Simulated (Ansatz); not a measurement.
Si6W⁺. The state is a doublet with charge 1. Geometry PBE-D4/def2-SVP; atoms count from 1.

```tsv
atom	x (Å)	y (Å)	z (Å)
W1	0.7216	0.7755	0.4694
Si2	2.9886	0.6865	-0.3868
Si3	-1.3956	1.4898	-0.4664
Si4	-2.6231	-0.4349	0.4773
Si5	-0.6250	-0.9818	-0.6720
Si6	-0.6185	-0.6471	1.9016
Si7	1.5520	-0.8879	-1.3231
```

In the def2 sets W takes a core potential; there is no spin–orbit coupling. No other spin state of charge 1 was run. Another isomer (doublet) lies 1.45 eV lower at PBE0-D4/def2-TZVP; other spin states weren't run for this one.

(1) Estimate the Mulliken populations from the PBE0/def2-TZVP orbitals of Ansatz.

(2) Where does the spin sit?

(3) And the Mayer bond orders between bonded heavy atoms (over 0.3)?

Answers

(1) 
```json
{"atom": "W1", "charge (e)": "0.48", "spin (α − β)": "0.44", "d electrons": "4.48"}
{"atom": "Si2", "charge (e)": "0.10", "spin (α − β)": "0.42", "d electrons": "–"}
{"atom": "Si3", "charge (e)": "0.08", "spin (α − β)": "0.14", "d electrons": "–"}
{"atom": "Si4", "charge (e)": "0.17", "spin (α − β)": "-0.05", "d electrons": "–"}
{"atom": "Si5", "charge (e)": "0.02", "spin (α − β)": "-0.02", "d electrons": "–"}
{"atom": "Si6", "charge (e)": "0.08", "spin (α − β)": "0.13", "d electrons": "–"}
{"atom": "Si7", "charge (e)": "0.07", "spin (α − β)": "-0.05", "d electrons": "–"}
```
Mulliken values and Mayer orders depend strongly on the basis.

(2) Summed by element: W 0.44, Si 0.56, of 1 unpaired in all. Largest on single atoms: W1 0.44, Si2 0.42, Si3 0.14.

(3) W1–Si2 1.21 (2.42 Å); W1–Si3 1.24 (2.42 Å); W1–Si5 0.96 (2.49 Å); W1–Si6 1.23 (2.42 Å); W1–Si7 1.00 (2.58 Å); Si2–Si7 0.99 (2.33 Å); Si3–Si4 0.76 (2.47 Å); Si3–Si5 0.46 (2.60 Å); Si4–Si5 0.80 (2.37 Å); Si4–Si6 0.76 (2.47 Å); Si5–Si6 0.46 (2.60 Å); Si5–Si7 0.98 (2.27 Å). Values over 0.3 also appear between atoms too far apart for a bond (W1–Si4 0.36 at 3.56 Å; Si3–Si6 0.34 at 3.28 Å); they arise where an orbital or an unpaired electron spreads over both atoms.
